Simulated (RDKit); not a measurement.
A run for RDKit: MMFF94 on C2H8 (a complex), monomers drawn apart or pushed together.

```python
from rdkit import Chem
from rdkit.Chem import AllChem, rdDetermineBonds

blocks = [
'''5

C     0.04221449   -0.11211833    0.06518686
H    -0.06439398   -1.09325900    0.52546081
H     0.07891513   -0.21940730   -1.01807791
H    -0.80741849    0.51078816    0.34105329
H     0.96164519    0.35402960    0.41628357
''',
'''5

C    -0.10972765    0.29141578    6.67055060
H    -0.32598025    1.25483090    6.21129634
H    -0.86098260   -0.43350694    6.36061271
H     0.87438767   -0.04855159    6.35139969
H    -0.12627383    0.39234546    7.75491124
''',
]
mol = None
for b in blocks:
    f = Chem.MolFromXYZBlock(b)
    rdDetermineBonds.DetermineBonds(f, charge=0)
    mol = f if mol is None else Chem.CombineMols(mol, f)
Chem.SanitizeMol(mol)
print(Chem.MolToSmiles(Chem.RemoveHs(mol)))
ff = AllChem.MMFFGetMoleculeForceField(mol, AllChem.MMFFGetMoleculeProperties(mol), nonBondedThresh=100.0, ignoreInterfragInteractions=False)
e = ff.CalcEnergy()
print(f'MMFF94 energy {e:.6f} kcal/mol')
```

It printed:

```
C.C
MMFF94 energy 0.064650 kcal/mol
```

The run finished.

Cost: about 0.010 core-seconds (a rough figure).
